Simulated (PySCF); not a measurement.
Radial density of K+ (potassium, charge +1)

UHF, [Ar], closed-shell 1S. Calculation: PySCF 2.14, in 6-31G*; no relativity, point nucleus.

```
r (bohr)  4πr²ρ (e/bohr)
 0.00151          0.1212
 0.00255          0.3348
 0.00429          0.8930
 0.00721           2.249
  0.0121           5.296
  0.0204           10.94
  0.0343           18.43
  0.0577           22.15
  0.0971           17.74
   0.163           16.94
   0.275           22.87
   0.462           12.33
   0.777           5.239
    1.31           6.255
    2.20           1.575
    3.70         0.05346
    6.22       2.618e-05
```
